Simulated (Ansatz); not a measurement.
BBrH2 (SMILES BBr) moved off its minimum; all values from Ansatz (a quantum-chemistry and plane-wave program), cores frozen in correlated methods.
(charge 0, multiplicity 1)
```xyz
4

B     -0.85350    -1.30226     0.19058
H     -0.46237    -2.04760     0.97970
H     -1.81640    -1.41490    -0.42918
Br     0.20225     0.26497    -0.06391
```

Q: Give the forces (eV/Å), the total energy and the dipole at CCSD(T)/aug-cc-pVTZ.

A: 
```
atom      Fx      Fy      Fz
----  ------  ------  ------
B1     0.592   0.733   0.029
H2     0.200  -0.636   0.537
H3    -0.765  -0.121  -0.508
Br4   -0.028   0.024  -0.057
```
Energy -2598.6444 hartree, dipole 0.71 D.
